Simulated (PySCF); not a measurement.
Si(F)(Me)(Et)(OH) (C3H9FOSi), SMILES CC[Si](F)(C)O.

Geometry: B3LYP-D3(BJ)/def2-SVP. The values are those of a single conformer.

Computed with SMD-ωB97X/def2-SVP (PySCF).

Solvation free energies are E(SMD) − E(gas) at the gas-phase geometry, for 1 M in both phases. In vacuum the dipole moment is 1.77 D.

Q: Rank water, ethanol, cyclohexanone by solvation free energy, most negative first.

A: ethanol (-7.1 kcal/mol), cyclohexanone (-5.0 kcal/mol), water (-3.8 kcal/mol)
